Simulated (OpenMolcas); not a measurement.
**What dynamic correlation does to the levels of Ne VII**

| Quantity | Value |
| --- | --- |
| Program | OpenMolcas |
| Basis | ANO-RCC-VQZP [5s4p3d2f1g] |
| Scalar Hamiltonian | DKH2, point nucleus |
| Active space | 2 electrons in 9 orbitals (RAS2 2s 2p; RAS3 3d, at most 2 electrons) |
| State averaging | 2S+1 = 3 even, 3 roots; 2S+1 = 1 even, 7 roots (6 in the spin-orbit step); 2S+1 = 3 odd, 3 roots; 2S+1 = 1 odd, 3 roots |
| Spin-orbit coupling | RASSI with atomic mean-field integrals over the reference wave functions, term energies averaged over their components |

Methods on the same reference wave functions:
A. RASSCF
B. SS-RASPT2, IPEA 0.25 Eh, imaginary shift 0.1 Eh (closed shells correlated: 1s)

Energies in cm⁻¹ above 2s² ¹S₀, the measured ground level; measured values from NIST levels in Podobedova, Fuhr, Reader and Wiese, J. Phys. Chem. Ref. Data 33, 525 (2004).

```csv
Level,A,B,Measured
2s² ¹S₀,0.0,0.0,0.0
2s 2p ³P°₀,111298,111335,
2s 2p ³P°₁,111770,111807,
2s 2p ³P°₂,112728,112765,
2s 2p ¹P°₁,218499,215909,214952
2p² ³P₀,291185,289783,
2p² ³P₁,291658,290256,
2p² ³P₂,292590,291187,
```

The lowest spin-free term lies below A's lowest term by 0.017 hartree in B.

Active for correlation alone: 3d; no level in the range computed is led by a configuration that fills it, so any true level of that kind is missing. Levels of configurations outside the active space are missing. Levels that lie high or do not pair safely by name in every column are left out.

° marks odd parity.
